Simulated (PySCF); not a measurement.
C2HF2O2, SMILES O=C(O)[C](F)F, multiplicity 2. Atoms are numbered in the order given.

```xyz
7

O     -1.2294     1.3231     0.0000
C     -0.1458     0.7681     0.0000
O      1.0521     1.4003     0.0000
C      0.0131    -0.6656     0.0000
F     -1.0186    -1.4682     0.0000
F      1.1703    -1.2825     0.0000
H      0.8495     2.3535     0.0000
```
Charge 0, spin multiplicity 2.

The structure is a stationary point at TPSSh-D3(BJ)/def2-SVP. The geometry has at least one imaginary mode, so it is a saddle point at that level. The isomer is the one that the SMILES or the coordinates give; other isomers of the formula were not compared. Other conformers were not sampled.

Two levels are set side by side: PBE/pcH-1 (PySCF) and PBE0/pcH-1 (PySCF). Contact hyperfine couplings, same geometry. Differences are taken from unrounded values.

```
quantity                       PBE0
----------------------------  -----
A(iso) of 17O, atom O1 (MHz)  -13.7
A(iso) of 13C, atom C2 (MHz)  -47.9
A(iso) of 17O, atom O3 (MHz)    3.8
A(iso) of 13C, atom C4 (MHz)   90.1
A(iso) of 19F, atom F5 (MHz)  137.9
A(iso) of 19F, atom F6 (MHz)  142.6
A(iso) of 1H, atom H7 (MHz)    -4.7
```

Task: What does PBE give, and how far is it from PBE0? (An estimate is asked for; the answer gives what the named calculation found.)

Result: 
```
quantity                        PBE  PBE minus PBE0
----------------------------  -----  --------------
A(iso) of 17O, atom O1 (MHz)   -6.7             7.0
A(iso) of 13C, atom C2 (MHz)  -34.0            13.9
A(iso) of 17O, atom O3 (MHz)    3.5            -0.3
A(iso) of 13C, atom C4 (MHz)   65.9           -24.1
A(iso) of 19F, atom F5 (MHz)   84.2           -53.8
A(iso) of 19F, atom F6 (MHz)   90.0           -52.5
A(iso) of 1H, atom H7 (MHz)    -4.9            -0.2
```

Rough cost on one machine, each run with all the roots and properties that it gave: PBE0 against PBE within a factor of 2.
